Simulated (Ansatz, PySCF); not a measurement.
Torsion H5–O3–C2–O1 in CH2O2 (SMILES O=CO); at each angle all else is relaxed with GFN2-xTB, and the levels are single points there.
Geometry at 0° (charge 0, multiplicity 1):
```xyz
5

O     -0.626     1.083     0.498
C     -0.417    -0.006     0.057
O      0.771    -0.490    -0.265
H     -1.190    -0.763    -0.142
H      1.470     0.165    -0.097
```

On the grid 0° to 180°, 100° is the highest and 0° the lowest point at CCSD(T)/CBS(cc-pVTZ, cc-pVQZ).

Cores are frozen in the correlated methods.

Run with Ansatz (Gaussian basis) for Hartree–Fock, density functionals and correlated methods; PySCF for the dispersion terms. Each number belongs to the level named beside it.

Question: Predict the energy at 100° less that at 0° from B3LYP-D3(BJ)/def2-TZVPP.

Answer: 12.7 kcal/mol

Ansatz is a first-principles code.
